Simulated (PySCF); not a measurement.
AlF₂GeH₃, SMILES [F][Al]([F])[GeH3]. Atoms are numbered in the order given.

```xyz
7

Al     0.5194    -0.5744     0.7544
F      2.1289    -0.9574     0.6308
F     -0.2651    -1.1377     2.1037
Ge    -0.6492     0.7280    -0.9511
H     -1.5309     1.8066    -0.2973
H      0.3451     1.4101    -1.9054
H     -1.5662    -0.1900    -1.7809
```
Charge 0, spin multiplicity 1.

The structure is a stationary point at PBE0-D3(BJ)/def2-SVP.

The numbers are results of PBE/def2-TZVP (PySCF), not measurements.

ESP charges are fitted to the potential on shells at 1.4 to 2.0 van der Waals radii. Atomic charges (e):

| atom | ESP fit | IAO | Mulliken |
|---|---|---|---|
| Al1 | 1.01 | 1.22 | 0.67 |
| F2 | -0.41 | -0.54 | -0.30 |
| F3 | -0.41 | -0.54 | -0.30 |
| Ge4 | -0.40 | -0.02 | -0.14 |
| H5 | 0.07 | -0.04 | 0.03 |
| H6 | 0.07 | -0.04 | 0.03 |
| H7 | 0.07 | -0.04 | 0.02 |
